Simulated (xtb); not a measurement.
O$_{3}$W, singlet, geometry from GFN2-xTB (such geometries of metal compounds can be far from the true shape).

xtb was given this input:
```
$ xtb mol.xyz --gfn 2 --alpb methanol --json

# file mol.xyz
4

W      0.00000000    -0.00000000     0.00000000
O      1.55326011    -0.32437699    -0.69267094
O     -0.50238238    -0.83765245     1.42953865
O     -1.05087773     1.16202943    -0.73686771
```

### Question
What does this run give for the HOMO-LUMO gap, dipole moment, total energy, partial charges in atom order?

### Answer

```
Quantity                                                      Result
-----------------------------  -------------------------------------
HOMO-LUMO gap                                                1.98 eV
dipole moment                                                 0.00 D
total energy                                             -14.5762 Eh
partial charges in atom order  W1 1.62, O2 -0.54, O3 -0.54, O4 -0.54
```
